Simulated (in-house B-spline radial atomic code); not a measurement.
Checks on a self-consistent run for Mg, [He] 2s2 (2p1/2)1 (2p3/2)4 3s2 (5g9/2)1. Method: Dirac-Hartree-Fock, average of the jj configuration, Fermi nucleus of rms radius 3.057 fm. Calculated with an all-electron radial atomic-structure program (B-spline basis).

| orbital | q | ε (Eh) | <1/r> | <r²> | small-component weight |
| --- | --- | --- | --- | --- | --- |
| 1s1/2 | 2 | -50.24473 | 11.6466 | 0.0228119 | 0.0017963 |
| 2s1/2 | 2 | -4.58322 | 2.18028 | 0.531251 | 0.00024822 |
| 2p1/2 | 1 | -3.25375 | 2.05735 | 0.515387 | 0.00022697 |
| 2p3/2 | 4 | -3.17224 | 2.04201 | 0.524607 | 0.00022451 |
| 3s1/2 | 2 | -0.58406 | 0.51849 | 7.39989 | 2.7013e-05 |
| 5g9/2 | 1 | -0.02000 | 0.040001 | 824.976 | 5.3254e-07 |

Electron-electron repulsion V_ee = 71.0886 hartree.

Question: What total energy follows from the eigenvalues?

Answer: The eigenvalues count the repulsion twice, so E = Σqε - V_ee = -126.787 - 71.089 = -197.875 hartree; the run printed -197.875.

Question: Does the Dirac virial theorem hold?

Answer: For a point nucleus E = -2c²Σq·w, with w the small-component weight. Here Σq·w = 0.0052686 and c = 137.0360, so the ratio E/(-2c²Σq·w) is 1.000001.

Question: What diamagnetic shielding (Lamb formula) and susceptibility (Langevin formula) do the radii give?

Answer: σ = (α²/3)Σq<1/r> = 38.956/(3·137.036²) = 691.49 ppm, and χ = -0.79199×10⁻⁶·Σq<r²> = -668×10⁻⁶ cm³/mol with Σq<r²> = 843.5 bohr². Both are non-relativistic formulas without the paramagnetism of open shells.
